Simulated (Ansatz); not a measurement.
```yaml
crystal:
  periodic: [false, false, false]
  atoms:
    - {symbol: C, position_ang: [-2.517425, 1.810735, 2.576280]}
    - {symbol: C, position_ang: [-1.532770, 2.137663, 1.959681]}
    - {symbol: S, position_ang: [-0.150819, 2.607353, 1.134491]}
    - {symbol: Sn, position_ang: [-0.340200, 0.945157, -0.655646]}
    - {symbol: Ga, position_ang: [1.957782, 0.581302, -1.890008]}
    - {symbol: C, position_ang: [-0.410035, -0.948644, 0.419968]}
    - {symbol: Si, position_ang: [0.816601, -2.037168, -0.429389]}
    - {symbol: H, position_ang: [-3.388349, 1.535432, 3.121441]}
    - {symbol: H, position_ang: [-1.854665, 1.253403, -1.386640]}
    - {symbol: H, position_ang: [1.959701, -0.038873, -3.329436]}
    - {symbol: H, position_ang: [3.253259, 1.132186, -1.203615]}
    - {symbol: H, position_ang: [-1.414590, -1.373819, 0.420454]}
    - {symbol: H, position_ang: [-0.124554, -0.724448, 1.450249]}
    - {symbol: H, position_ang: [1.433578, -3.132428, 0.363295]}
    - {symbol: H, position_ang: [2.020085, -1.177391, -0.839664]}
    - {symbol: H, position_ang: [0.292431, -2.570462, -1.711453]}
basis:
  gaussian: {orbitals: def2-mTZVP}
hamiltonian: {xc: {name: B2PLYP}, pseudopotentials: {relativity: none}}
kpoints: {mp_grid: {grid: [2, 2, 2]}}
output: {forces: true}
```

```sh
$ ansatz run in.yaml --threads 2 --pin off --events-out ev --progress --plain --max-ram 22528MiB --backend cpu
```

Shortened log:

```
Error: invalid value for `basis.gaussian`: such a run doesn't read kpoints; remove what it names
```

(1) Something in this input is off. What?

Results:

(1) The input holds a key that doesn't belong there. The input was rejected before any iteration.
